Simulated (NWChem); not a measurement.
The numbers come from NWChem runs, not from measurements. System: F2S, charge 1, spin multiplicity 2, at the geometry of a parent with another charge or spin, in a state set for the comparison that need not be this species' ground state. Its SCF solution wasn't tested for a lower state. Level: UB3LYP/def2-TZVPD, VWN1-RPA local correlation.

NWChem printed:

```
             Northwest Computational Chemistry Package (NWChem) 7.3.0
             --------------------------------------------------------

                                NWChem Input Module
                                -------------------

 Scaling coordinates for geometry "geometry" by  1.889725989
 (inverse scale =  0.529177249)

 Turning off AUTOSYM since
 SYMMETRY directive was detected!

                             Geometry "geometry" -> ""
                             -------------------------

 Output coordinates in angstroms (scale by  1.889725989 to convert to a.u.)

  No.       Tag          Charge          X              Y              Z
 ---- ---------------- ---------- -------------- -------------- --------------
    1 F                    9.0000     1.22754200     0.00000000    -0.49155400
    2 S                   16.0000     0.00000000     0.00000000     0.55299800
    3 F                    9.0000    -1.22754200     0.00000000    -0.49155400

 Effective nuclear repulsion energy (a.u.)     112.0126917350

            Nuclear Dipole moment (a.u.)
            ----------------------------
        X                 Y               Z
 ---------------- ---------------- ----------------
     0.0000000000     0.0000000000    -0.0000075589

      Symmetry information
      --------------------

 Group name             C2v
 Group number             16
 Group order               4
 No. of unique centers     2

      Symmetry unique atoms

     1    2


 Summary of "ao basis" -> "" (spherical)
 ------------------------------------------------------------------------------
       Tag                 Description            Shells   Functions and Types
 ---------------- ------------------------------  ------  ---------------------
 *                         def2-tzvpd                 on all atoms

                                 NWChem DFT Module
                                 -----------------

 Summary of "ao basis" -> "ao basis" (spherical)
 ------------------------------------------------------------------------------
       Tag                 Description            Shells   Functions and Types
 ---------------- ------------------------------  ------  ---------------------
 F                         def2-tzvpd               14       40   6s4p3d1f
 S                         def2-tzvpd               16       46   6s6p3d1f

 Summary of "ao basis" -> "ao basis" (spherical)
 ------------------------------------------------------------------------------
       Tag                 Description            Shells   Functions and Types
 ---------------- ------------------------------  ------  ---------------------
 F                         def2-tzvpd               14       40   6s4p3d1f
 S                         def2-tzvpd               16       46   6s6p3d1f

      Symmetry analysis of basis
      --------------------------

        a1         47
        a2         17
        b1         38
        b2         24

            General Information
            -------------------
          SCF calculation type: DFT
          Wavefunction type:  spin polarized.
          No. of atoms     :     3
          No. of electrons :    33
           Alpha electrons :    17
            Beta electrons :    16
          Charge           :     1
          Spin multiplicity:     2
          Use of symmetry is: on ; symmetry adaption is: on
          Maximum number of iterations: 100
          AO basis - number of functions:   126
                     number of shells:    44
          Convergence on energy requested:  1.00D-06
          Convergence on density requested:  1.00D-05
          Convergence on gradient requested:  5.00D-04

              XC Information
              --------------
                         B3LYP Method XC Potential
                     Hartree-Fock (Exact) Exchange  0.200
                        Slater Exchange Functional  0.800 local
                    Becke 1988 Exchange Functional  0.720 non-local
              Lee-Yang-Parr Correlation Functional  0.810
                  VWN I RPA Correlation Functional  0.190 local

             Grid Information
             ----------------
          Grid used for XC integration:  medium
[...]
 Vector   15  Occ=1.000000D+00  E=-7.537944D-01  Symmetry=b1
              MO Center=  1.7D-13, -3.5D-15, -4.4D-01, r^2= 2.0D+00
   Bfn.  Coefficient  Atom+Function         Bfn.  Coefficient  Atom+Function
  ----- ------------  ---------------      ----- ------------  ---------------
     7      0.308597  1 F  px                93      0.308597  3 F  px
    10      0.249593  1 F  px                96      0.249593  3 F  px
     9      0.206583  1 F  pz                95     -0.206583  3 F  pz
    12      0.167458  1 F  pz                98     -0.167458  3 F  pz
    13      0.142531  1 F  px                99      0.142531  3 F  px

 Vector   16  Occ=1.000000D+00  E=-7.475933D-01  Symmetry=a1
              MO Center= -1.2D-13, -4.0D-15, -3.8D-02, r^2= 2.1D+00
   Bfn.  Coefficient  Atom+Function         Bfn.  Coefficient  Atom+Function
  ----- ------------  ---------------      ----- ------------  ---------------
     9      0.315399  1 F  pz                95      0.315399  3 F  pz
    44     -0.303773  2 S  s                 12      0.255976  1 F  pz
    98      0.255976  3 F  pz                58     -0.237037  2 S  pz
    45     -0.223749  2 S  s                 43      0.186844  2 S  s
    15      0.141347  1 F  pz               101      0.141347  3 F  pz

 Vector   17  Occ=0.000000D+00  E=-4.965359D-01  Symmetry=b2
              MO Center= -2.2D-16,  7.3D-16,  4.1D-01, r^2= 1.6D+00
   Bfn.  Coefficient  Atom+Function         Bfn.  Coefficient  Atom+Function
  ----- ------------  ---------------      ----- ------------  ---------------
    57      0.557639  2 S  py                60      0.306706  2 S  py
    54      0.264486  2 S  py                48     -0.203238  2 S  py
     8     -0.195949  1 F  py                94     -0.195949  3 F  py
    11     -0.159720  1 F  py                97     -0.159720  3 F  py
    14     -0.119912  1 F  py               100     -0.119912  3 F  py

 Vector   18  Occ=0.000000D+00  E=-3.901246D-01  Symmetry=b1
              MO Center= -1.5D-15, -9.2D-16,  6.1D-01, r^2= 1.8D+00
   Bfn.  Coefficient  Atom+Function         Bfn.  Coefficient  Atom+Function
  ----- ------------  ---------------      ----- ------------  ---------------
    56      0.522502  2 S  px                59      0.422335  2 S  px
    53      0.250255  2 S  px                 9     -0.194397  1 F  pz
    95      0.194397  3 F  pz                47     -0.184508  2 S  px
    12     -0.164919  1 F  pz                98      0.164919  3 F  pz
    73     -0.150200  2 S  d  1              68     -0.123804  2 S  d  1

 Vector   19  Occ=0.000000D+00  E=-3.527513D-01  Symmetry=a1
              MO Center=  5.5D-15, -4.6D-16,  2.2D-01, r^2= 1.9D+00
   Bfn.  Coefficient  Atom+Function         Bfn.  Coefficient  Atom+Function
  ----- ------------  ---------------      ----- ------------  ---------------
    58      0.495403  2 S  pz                61      0.404213  2 S  pz
    44     -0.352518  2 S  s                 45     -0.272226  2 S  s
    55      0.229855  2 S  pz                 7     -0.226828  1 F  px
    93      0.226828  3 F  px                10     -0.194782  1 F  px
    96      0.194782  3 F  px                43      0.193235  2 S  s

   alpha - beta orbital overlaps
   -----------------------------

   alpha      1      2      3      4      5      6      7      8      9     10
    beta      1      2      3      4      5      7      6      8      9     10
 overlap   1.000  1.000  1.000  1.000  1.000  1.000  1.000  1.000  1.000  0.997

   alpha     11     12     13     14     15     16     17     18     19     20
    beta     11     12     13     14     16     15     17     18     19     20
 overlap   1.000  0.996  0.994  1.000  0.995  1.000  0.993  1.000  0.998  0.999

   alpha     21     22     23     24     25     26     27     28     29     30
    beta     21     22     23     24     26     25     27     28     30     29
 overlap   0.986  1.000  1.000  0.982  0.989  0.996  1.000  1.000  0.989  0.999

   alpha     31     32     33     34     35     36     37     38     39     40
    beta     31     32     33     34     35     36     37     38     39     40
 overlap   0.995  0.996  1.000  1.000  1.000  1.000  0.994  0.974  0.918  0.996

   alpha     41     42     43     44     45     46     47     48     49     50
    beta     41     43     42     44     45     46     47     49     48     50
 overlap   0.980  0.924  1.000  0.980  0.997  1.000  0.996  0.999  0.998  0.998

   alpha     51     52     53     54     55     56     57     58     59     60
    beta     52     51     53     54     55     56     57     58     59     60
 overlap   1.000  1.000  0.999  1.000  1.000  1.000  0.997  0.997  1.000  1.000

   alpha     61     62     63     64     65     66     67     68     69     70
    beta     61     62     63     64     66     67     65     68     69     70
 overlap   1.000  0.999  1.000  0.996  1.000  0.999  0.998  0.994  1.000  0.997

   alpha     71     72     73     74     75     76     77     78     79     80
    beta     71     73     72     74     75     76     77     78     79     80
 overlap   0.994  0.993  1.000  0.995  0.996  0.997  1.000  1.000  1.000  1.000

   alpha     81     82     83     84     85     86     87     88     89     90
    beta     81     82     83     84     85     86     87     88     89     90
 overlap   1.000  1.000  1.000  1.000  1.000  1.000  1.000  1.000  1.000  1.000

   alpha     91     92     93     94     95     96     97     98     99    100
    beta     91     92     93     94     95     96     97     99     98    100
 overlap   1.000  1.000  1.000  1.000  1.000  1.000  1.000  0.974  0.984  1.000

   alpha    101    102    103    104    105    106    107    108    109    110
    beta    101    102    103    104    105    106    107    108    109    110
 overlap   1.000  0.974  0.984  1.000  0.998  0.999  1.000  1.000  1.000  1.000

   alpha    111    112    113    114    115    116    117    118    119    120
    beta    111    112    113    114    115    116    117    118    119    120
 overlap   1.000  0.999  1.000  1.000  0.999  1.000  1.000  1.000  1.000  1.000

   alpha    121    122    123    124    125    126
    beta    121    122    123    124    125    126
 overlap   1.000  1.000  1.000  1.000  1.000  1.000

     --------------------------
     Expectation value of S2:
     --------------------------
      <S2> =      0.7546 (Exact =     0.7500)

 center of mass
 --------------
 x =   0.00000000 y =   0.00000000 z =  -0.02692676

 moments of inertia (a.u.)
 ------------------
          67.650454611919           0.000000000000           0.000000000000
           0.000000000000         272.114719333568           0.000000000000
           0.000000000000           0.000000000000         204.464264721650

     Multipole analysis of the density
     ---------------------------------

     L   x y z        total         alpha         beta         nuclear
     -   - - -        -----         -----         ----         -------
     0   0 0 0      1.000000    -17.000000    -16.000000     34.000000

     1   1 0 0     -0.000000     -0.000000     -0.000000      0.000000
     1   0 1 0     -0.000000     -0.000000     -0.000000      0.000000
     1   0 0 1      1.013058      0.140807      0.872258     -0.000008

     2   2 0 0    -13.113963    -55.848257    -54.125357     96.859650
     2   1 1 0      0.000000      0.000000      0.000000      0.000000
     2   1 0 1      0.000000      0.000000      0.000000      0.000000
     2   0 2 0    -13.942684     -8.025337     -5.917347      0.000000
     2   0 1 1     -0.000000     -0.000000      0.000000      0.000000
     2   0 0 2    -12.382634    -23.610096    -21.776903     33.004364

 Task  times  cpu:        3.4s     wall:        3.4s

 Total times  cpu:        3.4s     wall:        3.4s
```

Problem. Write an NWChem input that would produce this output.

Solution. This is not unique; one that fits is 
```
start mol
memory heap 200 mb stack 900 mb global 1100 mb
charge 1
geometry units angstroms nocenter noautoz
  F      1.227542     0.000000    -0.491554
  S      0.000000     0.000000     0.552998
  F     -1.227542     0.000000    -0.491554
  symmetry group C2v
end
basis spherical
  * library def2-tzvpd
end
dft
  xc b3lyp
  odft
  mult 2
  semidirect memsize 60000000 filesize 0
  iterations 100
end
task dft energy
```
